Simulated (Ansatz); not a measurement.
## What each rung costs, and what it gives

Saddle point of GaPNH₇, singlet (GaNH₄ ([NH2][GaH2]) + PH₃ → GaPH₄ ([PH2][GaH2]) + NH₃ (still joined by a long Ga–N bond); bonds formed: N2–H5; dative contacts that become bonds: Ga1–P6; bonds broken: H5–P6; bonds weakened to dative contacts: Ga1–N2), PBE0-D4/def2-TZVP structure:

```
10
angstrom
Ga -0.9215 -0.6001 0.6121
N 0.1022 1.0568 0.9470
H -2.3755 -0.3082 0.1105
H -0.4691 -1.7756 1.5421
H 0.8129 0.7101 -0.3539
P 0.6090 -0.5241 -1.3472
H 0.6830 1.0610 1.7776
H -0.4311 1.9186 0.9405
H 1.7361 -1.3409 -1.5584
H 0.2538 -0.1976 -2.6703
```

Barriers are electronic and count from the start structure reached by relaxing down the imaginary mode.

Program: Ansatz 0.2.0. Basis: as named in each row. Cores are frozen in the correlated methods. Filled d shells of the heavier atoms are correlated. The def2 sets are not built for correlating such inner shells, so the correlated values are less sure here. B3LYP uses VWN-RPA correlation. Extrapolation: Hartree–Fock as exp(−7.88 √X), correlation as X^−2.97.

Times are rough, for one single point on 4 threads of a shared host (Arm Neoverse V1).

The estimate by CCSD(T) at an estimated basis limit (MP2 extrapolated from triple and quadruple zeta, plus CCSD(T) − MP2 in triple zeta) is 0.911 eV.

| method | basis | time (s) | barrier (eV) | method less estimate |
| --- | --- | --- | --- | --- |
| HF | STO-3G | under 1 | 1.448 | 0.538 |
| SPW92 | def2-SVP | under 1 | 0.285 | -0.626 |
| PBE-D4 | def2-SVP | under 1 | 0.483 | -0.428 |
| B3LYP-D4 | 6-31G | under 1 | 0.508 | -0.403 |
| PBE-D4 | STO-3G | under 1 | 0.570 | -0.341 |
| PBE0-D4 | def2-SVP | 1 | 0.613 | -0.298 |
| SPW92 | def2-TZVPP | 1 | 0.437 | -0.473 |
| BLYP-D4 | def2-TZVPP | 2 | 0.765 | -0.146 |
| PBE-D4 | def2-TZVPP | 2 | 0.619 | -0.292 |
| B3LYP-D4 | def2-TZVPP | 2 | 0.855 | -0.056 |
| BHLYP-D4 | def2-TZVPP | 2 | 1.015 | 0.104 |
| CAM-B3LYP-D4 | def2-TZVPP | 3 | 0.915 | 0.004 |
| CCSD(T) | def2-SVP | 4 | 0.873 | -0.038 |
| r2SCAN-D4 | def2-TZVPP | 4 | 0.725 | -0.186 |
| RPA on PBE | def2-TZVPP | 4 | 0.920 | 0.009 |
| wB97M-V | def2-SVP | 4 | 0.756 | -0.154 |
| r2SCAN0-D4 | def2-TZVPP | 4 | 0.816 | -0.094 |
| PBE0-D4 | def2-TZVPP | 5 | 0.745 | -0.166 |
| B2PLYP | def2-TZVPP | 5 | 0.892 | -0.019 |
| PBE-QIDH | def2-TZVPP | 5 | 0.853 | -0.057 |
| wB97X-V | def2-TZVPP | 8 | 0.924 | 0.013 |
| wB97M-V | def2-TZVPP | 8 | 0.922 | 0.011 |
| B97M-V | def2-TZVPP | 8 | 0.813 | -0.098 |
| MP2 | def2-QZVPP | 23 | 0.890 | -0.021 |
| CCSD(T) | def2-TZVPP | 84 | 0.914 | 0.003 |

All methods are single points on the PBE0-D4 structures.

The T1 diagnostic stays at or below 0.014.

Labels in which every atom is bracketed show which atoms are joined, not bond orders.
